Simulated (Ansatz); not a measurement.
Start from `[SnH3][CH]1O[SiH2]1` and change one atom or group to get `NC1O[SiH2]1`.

Ansatz, PBE0-D4/def2-TZVP geometries, multiplicity 1. Each molecule was computed in one conformer, which needn't be the lowest.

Elements past krypton have def2 core potentials.

```json
{"property": "size of the dipole moment (PBE/def2-TZVPP) / D", "`[SnH3][CH]1O[SiH2]1`": "1.62"}
{"property": "HOMO–LUMO gap (PBE/def2-TZVPP) / eV", "`[SnH3][CH]1O[SiH2]1`": "4.57"}
{"property": "LUMO energy (B3LYP/def2-TZVPP) / eV", "`[SnH3][CH]1O[SiH2]1`": "-0.96"}
{"property": "HOMO energy (ωB97M-V/def2-TZVPP) / eV", "`[SnH3][CH]1O[SiH2]1`": "-9.54"}
{"property": "LUMO energy (PBE0/def2-TZVPP) / eV", "`[SnH3][CH]1O[SiH2]1`": "-0.73"}
{"property": "HOMO energy (B3LYP/def2-TZVPP) / eV", "`[SnH3][CH]1O[SiH2]1`": "-7.14"}
```

Q: Give the same properties after the change, and the shifts. (Estimate.)

A: Ansatz gave: 
```csv
property,`NC1O[SiH2]1`,shift
size of the dipole moment (PBE/def2-TZVPP) / D,0.91,-0.71
HOMO–LUMO gap (PBE/def2-TZVPP) / eV,4.43,-0.14
LUMO energy (B3LYP/def2-TZVPP) / eV,-0.71,0.25
HOMO energy (ωB97M-V/def2-TZVPP) / eV,-9.30,0.24
LUMO energy (PBE0/def2-TZVPP) / eV,-0.46,0.27
HOMO energy (B3LYP/def2-TZVPP) / eV,-6.82,0.32
```

With PBE0 the HOMO rises by 0.32 eV and the LUMO rises by 0.27 eV, so the gap narrows by about 0.05 eV. PBE moves the HOMO by 0.40 eV and ωB97M-V by 0.24 eV. The zero-point energy changes by 20.3 kJ/mol with -3 modes. Dipoles are sizes alone; their direction can turn.

Positive LUMOs are unbound, so they and the gaps depend on the basis.

B3LYP here is the variant with VWN-RPA as its local correlation; programs differ in this.
